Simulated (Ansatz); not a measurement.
The same molecule with X = V, Nb, Ta. Ansatz, PBE0-D4/def2-TZVP geometries, multiplicity 1. Each molecule was computed in one conformer, which needn't be the lowest.

Elements past krypton have def2 core potentials. Scalar relativity is left out up to krypton.

```tsv
X	molecule	mean X–N bond length / Å	HOMO–LUMO gap (ωB97M-V/def2-TZVPP) / eV	HOMO–LUMO gap (PBE/def2-TZVPP) / eV	HOMO–LUMO gap (PBE0/def2-TZVPP) / eV
Nb	`[NH]=[Nb]([NH2])([NH2])[NH2]`	1.931	10.03	4.49	6.68
Ta	`[NH]=[Ta]([NH2])([NH2])[NH2]`	1.942	10.50	4.90	6.98
```

(1) Give the row for X = V, `[NH]=[V]([NH2])([NH2])[NH2]`. (An estimate is asked.)

Answers

(1) Ansatz gave: 
| X | molecule | mean X–N bond length / Å | HOMO–LUMO gap (ωB97M-V/def2-TZVPP) / eV | HOMO–LUMO gap (PBE/def2-TZVPP) / eV | HOMO–LUMO gap (PBE0/def2-TZVPP) / eV |
| --- | --- | --- | --- | --- | --- |
| V | `[NH]=[V]([NH2])([NH2])[NH2]` | 1.789 | 10.10 | 3.28 | 5.57 |

From V to Ta the mean X–N bond length rises at each step, by 0.153 Å in all; the HOMO–LUMO gap (ωB97M-V/def2-TZVPP) isn't monotonic: highest at Ta, lowest at Nb; the HOMO–LUMO gap (PBE/def2-TZVPP) rises at each step, by 1.62 eV in all; the HOMO–LUMO gap (PBE0/def2-TZVPP) rises at each step, by 1.41 eV in all.
